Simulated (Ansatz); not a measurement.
Steps of a relaxation of `C=NC[O][SbH2]` with RKS PBE0-D4/def2-TZVP.

```sh
$ ansatz run in.yaml --threads 4 --pin off --events-out ev --progress --plain --max-ram 10444MiB
```

```yaml
crystal:
  periodic: [false, false, false]
  atoms:
    - {symbol: C, position_ang: [-0.282004, 1.426492, -1.097258]}
    - {symbol: N, position_ang: [0.574693, 0.561727, -1.480440]}
    - {symbol: C, position_ang: [0.608755, -0.735829, -0.844031]}
    - {symbol: O, position_ang: [-0.285247, -0.981059, 0.215652]}
    - {symbol: Sb, position_ang: [0.323859, -0.459738, 2.100742]}
    - {symbol: H, position_ang: [-0.302778, 2.415058, -1.596904]}
    - {symbol: H, position_ang: [-1.031570, 1.240627, -0.294141]}
    - {symbol: H, position_ang: [0.375518, -1.478809, -1.644187]}
    - {symbol: H, position_ang: [1.677759, -0.912965, -0.563715]}
    - {symbol: H, position_ang: [-0.583229, -1.755829, 2.823477]}
    - {symbol: H, position_ang: [-1.010356, 0.623226, 2.401505]}
basis:
  gaussian: {orbitals: def2-TZVP}
hamiltonian: {xc: pbe0, dispersion: d4}
relax: {f_tol: 0.005, max_steps: 150}
```

Positions (Å) and forces (eV/Å) along the path, 12 of 21 steps:

```xyz
11
step=1 energy=-12241.1958 eV
C    -0.282    1.426   -1.097    0.323   -0.431   -0.137
N     0.575    0.562   -1.480   -0.810    0.600    0.546
C     0.609   -0.736   -0.844    0.142   -0.340   -0.164
O    -0.285   -0.981    0.216    0.603    0.425    0.597
Sb    0.324   -0.460    2.101   -0.790   -0.314   -0.755
H    -0.303    2.415   -1.597    0.052   -0.579    0.259
H    -1.032    1.241   -0.294    0.452    0.066   -0.449
H     0.376   -1.479   -1.644    0.088    0.399    0.423
H     1.678   -0.913   -0.564   -0.577    0.123   -0.052
H    -0.583   -1.756    2.823    0.217    0.267   -0.170
H    -1.010    0.623    2.402    0.300   -0.216   -0.098
11
step=3 energy=-12241.2851 eV
C    -0.275    1.411   -1.069   -0.150   -0.045   -0.134
N     0.573    0.564   -1.456    0.039   -0.021    0.091
C     0.604   -0.733   -0.836    0.016    0.003   -0.034
O    -0.279   -0.959    0.225   -0.007    0.005   -0.003
Sb    0.311   -0.458    2.049    0.106    0.013   -0.017
H    -0.300    2.384   -1.557    0.029    0.022    0.031
H    -1.030    1.204   -0.303    0.070    0.029    0.047
H     0.365   -1.460   -1.622    0.000    0.010    0.021
H     1.652   -0.907   -0.548   -0.023    0.000    0.012
H    -0.571   -1.719    2.787   -0.030   -0.084    0.001
H    -0.986    0.616    2.351   -0.050    0.069   -0.017
11
step=5 energy=-12241.2871 eV
C    -0.280    1.408   -1.075   -0.049   -0.011   -0.045
N     0.573    0.564   -1.455   -0.001   -0.010    0.033
C     0.604   -0.733   -0.836    0.016    0.003   -0.009
O    -0.278   -0.959    0.225   -0.003    0.004    0.012
Sb    0.314   -0.458    2.050    0.035    0.002   -0.005
H    -0.299    2.385   -1.556    0.006    0.005    0.006
H    -1.028    1.206   -0.301    0.029    0.013    0.018
H     0.366   -1.459   -1.622   -0.001    0.007    0.014
H     1.652   -0.907   -0.547   -0.012   -0.003    0.012
H    -0.571   -1.721    2.787   -0.006   -0.048   -0.014
H    -0.987    0.618    2.350   -0.013    0.040   -0.021
11
step=7 energy=-12241.2882 eV
C    -0.284    1.408   -1.077    0.003    0.002    0.007
N     0.571    0.563   -1.453   -0.007   -0.008   -0.013
C     0.605   -0.732   -0.832    0.004    0.000    0.005
O    -0.278   -0.958    0.229    0.003    0.006   -0.004
Sb    0.315   -0.461    2.053    0.001   -0.008    0.005
H    -0.303    2.383   -1.562   -0.002    0.001   -0.002
H    -1.023    1.212   -0.294   -0.001    0.000    0.001
H     0.366   -1.460   -1.617    0.001    0.000    0.000
H     1.651   -0.906   -0.542    0.000    0.004    0.003
H    -0.573   -1.734    2.775   -0.003    0.002   -0.002
H    -0.980    0.627    2.341    0.001    0.002    0.001
11
step=8 energy=-12241.2883 eV
C    -0.285    1.408   -1.079    0.008    0.001    0.009
N     0.568    0.562   -1.457   -0.005   -0.006   -0.003
C     0.605   -0.731   -0.832   -0.003    0.001    0.002
O    -0.277   -0.955    0.230   -0.005    0.004   -0.005
Sb    0.315   -0.465    2.055    0.010   -0.004    0.005
H    -0.306    2.381   -1.567   -0.003    0.003   -0.004
H    -1.019    1.216   -0.291   -0.002   -0.002   -0.002
H     0.367   -1.461   -1.614    0.003   -0.005   -0.002
H     1.652   -0.902   -0.542    0.004    0.006    0.001
H    -0.578   -1.735    2.774   -0.005   -0.006   -0.001
H    -0.978    0.625    2.344   -0.002    0.009    0.001
11
step=10 energy=-12241.2886 eV
C    -0.287    1.409   -1.086   -0.003    0.000    0.003
N     0.560    0.559   -1.467    0.005    0.002    0.008
C     0.606   -0.727   -0.830   -0.009   -0.001    0.000
O    -0.275   -0.948    0.232   -0.010    0.001    0.002
Sb    0.317   -0.479    2.062    0.005   -0.003   -0.003
H    -0.313    2.378   -1.582   -0.003    0.000    0.000
H    -1.012    1.225   -0.287    0.003   -0.002   -0.006
H     0.374   -1.466   -1.607    0.005   -0.005   -0.001
H     1.654   -0.889   -0.537    0.006    0.004   -0.004
H    -0.595   -1.744    2.768   -0.002   -0.001    0.000
H    -0.963    0.626    2.354    0.001    0.005    0.002
11
step=11 energy=-12241.0472 eV rejected
C    -0.293    1.411   -1.080    1.348    0.132   -1.087
N     0.610    0.595   -1.427   -1.105   -0.782   -0.213
C     0.547   -0.741   -0.824    2.584    0.750    0.495
O    -0.344   -0.906    0.247    0.496   -0.277   -0.799
Sb    0.322   -0.502    2.067   -0.056    0.056    0.009
H    -0.341    2.368   -1.581    0.141    0.340    0.011
H    -1.003    1.200   -0.338   -1.233   -0.367    1.061
H     0.418   -1.499   -1.616   -0.581    0.354    0.189
H     1.679   -0.870   -0.571   -1.641   -0.190    0.280
H    -0.606   -1.758    2.774   -0.012    0.051   -0.005
H    -0.924    0.646    2.371    0.057   -0.066    0.058
11
step=13 energy=-12241.2883 eV rejected
C    -0.299    1.407   -1.095    0.028    0.009    0.007
N     0.556    0.562   -1.469   -0.016    0.000   -0.003
C     0.609   -0.721   -0.826    0.041   -0.001   -0.009
O    -0.280   -0.943    0.231    0.005   -0.007    0.016
Sb    0.322   -0.517    2.068    0.009    0.013   -0.009
H    -0.329    2.375   -1.593   -0.006   -0.008   -0.005
H    -1.022    1.221   -0.295   -0.013   -0.007    0.000
H     0.394   -1.469   -1.600   -0.008    0.014    0.006
H     1.657   -0.868   -0.524   -0.028   -0.004    0.000
H    -0.638   -1.756    2.759   -0.016    0.036   -0.010
H    -0.904    0.651    2.365    0.004   -0.043    0.007
11
step=17 energy=-12241.2890 eV
C    -0.302    1.403   -1.087    0.000   -0.002    0.009
N     0.560    0.565   -1.462   -0.002    0.005   -0.004
C     0.614   -0.722   -0.828   -0.007   -0.002   -0.005
O    -0.273   -0.951    0.229    0.006   -0.001    0.003
Sb    0.328   -0.519    2.066   -0.009    0.001    0.003
H    -0.336    2.373   -1.581    0.000   -0.001   -0.002
H    -1.031    1.207   -0.295    0.002    0.000   -0.004
H     0.395   -1.462   -1.607   -0.001    0.001   -0.001
H     1.662   -0.873   -0.529    0.006   -0.002    0.003
H    -0.660   -1.734    2.757    0.001    0.002   -0.001
H    -0.890    0.656    2.358    0.004   -0.001    0.000
11
step=19 energy=-12241.2890 eV
C    -0.306    1.401   -1.083   -0.001   -0.003    0.008
N     0.560    0.567   -1.459    0.001    0.004   -0.002
C     0.618   -0.722   -0.829   -0.014   -0.001    0.002
O    -0.268   -0.957    0.228    0.004    0.000   -0.003
Sb    0.329   -0.525    2.066   -0.003   -0.001    0.000
H    -0.343    2.372   -1.574    0.000    0.000   -0.001
H    -1.035    1.198   -0.293    0.003    0.002   -0.004
H     0.398   -1.460   -1.611    0.001   -0.003    0.000
H     1.665   -0.874   -0.531    0.008    0.001    0.001
H    -0.677   -1.725    2.754    0.001    0.000    0.000
H    -0.875    0.666    2.350    0.001    0.002    0.000
11
step=20 energy=-12241.2890 eV
C    -0.306    1.400   -1.081   -0.002   -0.003    0.003
N     0.560    0.568   -1.458    0.000    0.002   -0.002
C     0.618   -0.722   -0.829   -0.010   -0.001    0.004
O    -0.267   -0.958    0.228    0.003    0.000   -0.004
Sb    0.329   -0.526    2.066    0.000   -0.001    0.000
H    -0.345    2.372   -1.572    0.001    0.000    0.000
H    -1.036    1.197   -0.291    0.002    0.002   -0.002
H     0.399   -1.459   -1.611    0.001   -0.002    0.000
H     1.666   -0.873   -0.532    0.005    0.001    0.000
H    -0.680   -1.724    2.754    0.000    0.000    0.000
H    -0.872    0.669    2.349    0.000    0.000    0.000
11
step=21 energy=-12241.2890 eV
C    -0.307    1.400   -1.081    0.001   -0.001    0.003
N     0.559    0.568   -1.458    0.000    0.000   -0.002
C     0.618   -0.722   -0.829   -0.004   -0.001    0.004
O    -0.266   -0.959    0.228    0.001    0.000   -0.003
Sb    0.329   -0.526    2.066    0.002    0.000    0.000
H    -0.346    2.371   -1.572    0.000    0.000    0.000
H    -1.036    1.196   -0.290    0.000    0.001   -0.001
H     0.400   -1.460   -1.612    0.001   -0.001    0.000
H     1.667   -0.873   -0.532    0.001    0.001   -0.001
H    -0.682   -1.723    2.753   -0.001    0.001    0.000
H    -0.871    0.670    2.347   -0.001   -0.001    0.000
```

Hardware: 4 threads of an Arm Neoverse V2 on a shared host. Wall time 65 s, peak host memory 0.58 GiB.
